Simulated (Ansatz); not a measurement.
This geometry of a periodic cell of 63 atoms, Si (host Si, host structure diamond, one Si atom removed), cell charge +2 is a first-order saddle point.

Level of theory: DFT PBE, scalar-relativistic, plane waves, PAW (Ansatz). Settings: PAW set soft_1, cutoff 420 eV, k mesh 1x1x1, gaussian smearing 0.05 eV, no spin polarisation.

```xyz
63
Lattice="10.8600 0.0000 0.0000 0.0000 10.8600 0.0000 0.0000 0.0000 10.8600" Properties=species:S:1:pos:R:3
Si 5.423 -0.021 0.002
Si 6.782 1.365 1.362
Si 8.146 2.716 -0.001
Si 9.498 4.079 1.362
Si 8.129 0.158 2.873
Si 8.817 2.041 4.744
Si -0.018 0.021 0.037
Si 1.265 1.386 1.452
Si 2.695 2.716 0.021
Si 4.074 4.098 1.351
Si 5.443 5.419 -0.032
Si 6.766 6.788 1.351
Si 8.147 8.169 0.023
Si 9.476 9.600 1.454
Si 2.683 0.020 2.732
Si 4.071 1.362 4.073
Si 5.434 2.712 2.709
Si 6.946 3.917 4.056
Si 8.151 5.428 2.709
Si 9.500 6.792 4.073
Si 5.435 0.000 5.426
Si 6.938 1.346 6.640
Si 9.516 3.929 6.643
Si 8.152 -0.001 8.139
Si 9.501 1.361 9.507
Si 0.024 5.439 0.002
Si 1.344 6.822 1.372
Si 2.715 8.147 0.000
Si 4.040 9.518 1.371
Si -0.152 2.733 2.870
Si 1.352 4.080 4.080
Si 2.712 5.439 2.695
Si 4.096 6.767 4.075
Si 5.423 8.150 2.695
Si 6.781 9.510 4.079
Si -0.143 0.145 5.444
Si 1.352 1.367 6.790
Si 2.719 2.717 5.429
Si 4.108 4.057 6.770
Si 5.527 5.336 5.403
Si 6.805 6.755 6.770
Si 8.145 8.144 5.429
Si 9.496 9.510 6.789
Si 2.711 -0.019 8.153
Si 4.091 1.360 9.485
Si 5.521 2.691 8.057
Si 6.804 4.058 9.471
Si 8.171 5.345 8.059
Si 9.503 6.774 9.487
Si -0.018 8.181 2.733
Si 1.272 9.591 4.098
Si 0.002 5.427 5.425
Si 1.364 6.787 6.811
Si 2.700 8.162 5.431
Si 4.075 9.499 6.811
Si 0.002 2.710 8.139
Si 1.365 4.095 9.499
Si 2.748 5.417 8.130
Si 4.072 6.790 9.502
Si 5.445 8.115 8.131
Si 6.767 9.498 9.499
Si 0.022 8.151 8.152
Si 1.342 9.521 9.537
```

(1) Which two structures does it join? (They come from a converged band through this point; their orientation in space is the band's.)

(2) How far does it lie above each of them?

Results:

(1) The atom that moves furthest is Si6, by 2.35 Å; four of its nearest neighbours are Si36 2.34, Si30 2.34, Si5 2.34, Si14 3.82 Å at the first end and Si23 2.35, Si18 2.35, Si22 2.35, Si48 3.83 Å at the last.

Initial state:

```xyz
63
Lattice="10.8600 0.0000 0.0000 0.0000 10.8600 0.0000 0.0000 0.0000 10.8600" Properties=species:S:1:pos:R:3
Si 5.431 0.005 0.002
Si 6.789 1.365 1.351
Si 8.145 2.720 0.000
Si 9.500 4.075 1.352
Si 8.123 0.022 2.732
Si 9.507 1.358 4.071
Si 0.001 0.004 0.001
Si 1.350 1.345 1.367
Si 2.715 2.719 0.001
Si 4.080 4.094 1.367
Si 5.429 5.435 0.000
Si 6.769 6.785 1.367
Si 8.145 8.150 0.003
Si 9.520 9.515 1.368
Si 2.716 0.005 2.717
Si 4.065 1.364 4.076
Si 5.445 2.698 2.733
Si 6.784 4.081 4.070
Si 8.167 5.420 2.732
Si 9.501 6.799 4.076
Si 5.447 0.022 5.409
Si 6.789 1.362 6.788
Si 9.504 4.078 6.791
Si 8.168 0.021 8.129
Si 9.501 1.363 9.512
Si 0.000 5.433 0.002
Si 1.359 6.792 1.357
Si 2.715 8.150 0.002
Si 4.072 9.506 1.358
Si -0.015 2.742 2.733
Si 1.365 4.076 4.077
Si 2.714 5.435 2.717
Si 4.079 6.784 4.060
Si 5.429 8.150 2.718
Si 6.790 9.500 4.075
Si -0.015 0.020 5.454
Si 1.366 1.364 6.788
Si 2.715 2.720 5.432
Si 4.066 4.075 6.789
Si 5.446 5.418 5.455
Si 6.790 6.800 6.788
Si 8.146 8.150 5.431
Si 9.502 9.499 6.788
Si 2.717 0.005 8.147
Si 4.082 1.346 9.496
Si 5.449 2.740 8.130
Si 6.789 4.077 9.511
Si 8.124 5.419 8.131
Si 9.518 6.784 9.498
Si 0.001 8.148 2.717
Si 1.351 9.514 4.058
Si -0.017 5.419 5.410
Si 1.348 6.785 6.806
Si 2.715 8.150 5.433
Si 4.083 9.515 6.805
Si -0.016 2.697 8.131
Si 1.350 4.093 9.496
Si 2.716 5.435 8.147
Si 4.071 6.795 9.505
Si 5.432 8.149 8.147
Si 6.773 9.515 9.496
Si 0.000 8.150 8.149
Si 1.361 9.506 9.506
```

Final state:

Only the atoms that move by more than 0.05 Å are listed.
```
Si6 8.146 2.714 5.429
```

(2) 0.46 eV above the first and 0.46 eV above the second. This is the barrier of this one path; another mechanism may lie lower. Limits of this set-up: coarse k mesh, no spin, though dangling bonds at a vacancy may carry it, a typed lattice constant that wasn't relaxed here, charged cell in a uniform background, uncorrected.

Run time: 4.9 min on 4 threads of Arm Neoverse V1 (shared host), peak memory 3.6 GiB.
